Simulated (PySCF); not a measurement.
SMILES F[Si](F)(F)[SiH2]C, singlet (B3LYP/def2-SVP optimised geometry):

```
11

Si    -0.581    -0.775     0.000
F      1.034    -0.775     0.000
F     -1.034     0.775     0.000
F     -1.044    -1.392    -1.417
Si    -1.441    -1.923     1.843
C     -0.815    -1.130     3.437
H     -2.929    -1.867     1.747
H     -1.005    -3.345     1.726
H     -1.218    -1.661     4.314
H     -1.129    -0.076     3.499
H      0.285    -1.166     3.486
```

Method: B3LYP/def2-TZVP run with PySCF 2.14.0.

**Question.** What are the frontier orbital energies and the dipole moment?

**Answer.** HOMO-2 -9.87 eV, HOMO-1 -9.64 eV, HOMO -8.89 eV, LUMO -0.68 eV, LUMO+1 -0.31 eV; dipole moment 3.01 D.

On the same geometry PBE/def2-TZVP run with PySCF gives HOMO-2 -8.67 eV, HOMO-1 -8.53 eV, HOMO -7.76 eV, LUMO -1.30 eV, LUMO+1 -0.98 eV; dipole moment 2.90 D.

Meta-Löwdin charges at B3LYP/def2-TZVP: Si1 1.44, F2 -0.49, F3 -0.49, F4 -0.49, Si5 0.37, C6 -0.56, H7 -0.08, H8 -0.08, H9 0.13, H10 0.13, H11 0.13.
